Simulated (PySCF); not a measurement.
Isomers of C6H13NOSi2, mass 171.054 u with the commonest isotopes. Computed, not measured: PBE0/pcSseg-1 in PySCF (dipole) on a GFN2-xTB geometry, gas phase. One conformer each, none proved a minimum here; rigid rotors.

Question: Order these by radius of gyration √(Σ m r²/M), smallest first.
A. `[CH3:1][CH2:2][SiH2:3][NH:4][SiH2:5][c:6]1[cH:7][cH:8][cH:9][o:10]1` with C1–C2–Si3–N4 178°, C2–Si3–N4–Si5 -175°, Si3–N4–Si5–C6 -18°, N4–Si5–C6–C7 -151°
B. `[CH3:1][O:2][C@@H:3]1[CH2:4][C@@H:5]([CH2:6][C:7]#[N:8])[SiH2:9][SiH2:10]1` with C1–O2–C3–C4 -153°, C4–C5–C6–C7 60°, O2–C3–C4–C5 -64°, C3–C4–C5–C6 -179°, C4–C5–Si9–Si10 26°, C5–Si9–Si10–C3 0°
C. `[CH3:1][C:2](=[O:3])[NH:4][C:5]1=[C:6]([CH2:7][SiH3:8])[CH2:9][SiH2:10]1` with C1–C2–N4–C5 180°, C2–N4–C5–C6 179°, C5–C6–C7–Si8 92°
D. `[CH3:1][N:2]([SiH3:3])[CH2:4][SiH2:5][c:6]1[cH:7][cH:8][cH:9][o:10]1` with C1–N2–C4–Si5 69°, N2–C4–Si5–C6 -179°, C4–Si5–C6–C7 -126°
E. `[SiH3:1][CH2:2][SiH2:3][CH2:4][CH2:5][c:6]1[n:7][cH:8][cH:9][o:10]1` with Si1–C2–Si3–C4 -174°, C2–Si3–C4–C5 -64°, Si3–C4–C5–C6 67°, C4–C5–C6–N7 -126°
F. `[CH3:1][CH2:2][O:3][C@@H:4]1[CH2:5][C@@H:6]([C:7]#[N:8])[SiH2:9][SiH2:10]1` with C1–C2–O3–C4 -175°, C2–O3–C4–C5 -74°, O3–C4–C5–C6 -56°, C4–C5–C6–C7 -174°, C5–C6–Si9–Si10 22°, C6–Si9–Si10–C4 5°

Answer: B (2.457 Å), F (2.484 Å), E (2.529 Å), C (2.591 Å), A (2.691 Å), D (2.868 Å).

Question: Order these by rotational constant C, largest first.
A. `[CH3:1][CH2:2][SiH2:3][NH:4][SiH2:5][c:6]1[cH:7][cH:8][cH:9][o:10]1` with C1–C2–Si3–N4 178°, C2–Si3–N4–Si5 -175°, Si3–N4–Si5–C6 -18°, N4–Si5–C6–C7 -151°
B. `[CH3:1][CH2:2][O:3][C@@H:4]1[CH2:5][C@@H:6]([C:7]#[N:8])[SiH2:9][SiH2:10]1` with C1–C2–O3–C4 -175°, C2–O3–C4–C5 -74°, O3–C4–C5–C6 -56°, C4–C5–C6–C7 -174°, C5–C6–Si9–Si10 22°, C6–Si9–Si10–C4 5°
C. `[SiH3:1][CH2:2][SiH2:3][CH2:4][CH2:5][c:6]1[n:7][cH:8][cH:9][o:10]1` with Si1–C2–Si3–C4 -174°, C2–Si3–C4–C5 -64°, Si3–C4–C5–C6 67°, C4–C5–C6–N7 -126°
D. `[CH3:1][N:2]([SiH3:3])[CH2:4][SiH2:5][c:6]1[cH:7][cH:8][cH:9][o:10]1` with C1–N2–C4–Si5 69°, N2–C4–Si5–C6 -179°, C4–Si5–C6–C7 -126°
E. `[CH3:1][C:2](=[O:3])[NH:4][C:5]1=[C:6]([CH2:7][SiH3:8])[CH2:9][SiH2:10]1` with C1–C2–N4–C5 180°, C2–N4–C5–C6 179°, C5–C6–C7–Si8 92°
F. `[CH3:1][O:2][C@@H:3]1[CH2:4][C@@H:5]([CH2:6][C:7]#[N:8])[SiH2:9][SiH2:10]1` with C1–O2–C3–C4 -153°, C4–C5–C6–C7 60°, O2–C3–C4–C5 -64°, C3–C4–C5–C6 -179°, C4–C5–Si9–Si10 26°, C5–Si9–Si10–C3 0°

Answer: F (537.4 MHz), B (523.0 MHz), C (492.4 MHz), E (457.7 MHz), A (413.8 MHz), D (376.3 MHz).

Question: Order these by dipole moment, largest first.
A. `[CH3:1][CH2:2][O:3][C@@H:4]1[CH2:5][C@@H:6]([C:7]#[N:8])[SiH2:9][SiH2:10]1` with C1–C2–O3–C4 -175°, C2–O3–C4–C5 -74°, O3–C4–C5–C6 -56°, C4–C5–C6–C7 -174°, C5–C6–Si9–Si10 22°, C6–Si9–Si10–C4 5°
B. `[SiH3:1][CH2:2][SiH2:3][CH2:4][CH2:5][c:6]1[n:7][cH:8][cH:9][o:10]1` with Si1–C2–Si3–C4 -174°, C2–Si3–C4–C5 -64°, Si3–C4–C5–C6 67°, C4–C5–C6–N7 -126°
C. `[CH3:1][CH2:2][SiH2:3][NH:4][SiH2:5][c:6]1[cH:7][cH:8][cH:9][o:10]1` with C1–C2–Si3–N4 178°, C2–Si3–N4–Si5 -175°, Si3–N4–Si5–C6 -18°, N4–Si5–C6–C7 -151°
D. `[CH3:1][C:2](=[O:3])[NH:4][C:5]1=[C:6]([CH2:7][SiH3:8])[CH2:9][SiH2:10]1` with C1–C2–N4–C5 180°, C2–N4–C5–C6 179°, C5–C6–C7–Si8 92°
E. `[CH3:1][N:2]([SiH3:3])[CH2:4][SiH2:5][c:6]1[cH:7][cH:8][cH:9][o:10]1` with C1–N2–C4–Si5 69°, N2–C4–Si5–C6 -179°, C4–Si5–C6–C7 -126°

Answer: A (4.57 D), D (3.79 D), B (1.91 D), E (0.88 D), C (0.36 D).

```
                             SMILES  point group  Ia (u·Å²)  Ib (u·Å²)  Ic (u·Å²)      κ  μa (D)  μb (D)  μc (D)
CCO[C@@H]1C[C@@H](C#N)[SiH2][SiH2]1           C1     412.37     732.79     966.24  -0.53    4.18    1.79    0.49
           CN([SiH3])C[SiH2]c1ccco1           C1     191.54    1278.69    1342.88  -0.98    0.86    0.15    0.04
             CC[SiH2]N[SiH2]c1ccco1           C1     272.95     983.09    1221.27  -0.86    0.09    0.12    0.33
       CC(=O)NC1=C(C[SiH3])C[SiH2]1           C1     353.89     839.03    1104.14  -0.70    0.90    3.45    1.28
CO[C@@H]1C[C@@H](CC#N)[SiH2][SiH2]1           C1     307.61     818.03     940.42  -0.85    3.27    1.06    1.77
             [SiH3]C[SiH2]CCc1ncco1           C1     392.20     769.85    1026.33  -0.59    1.08    0.03    1.57
```
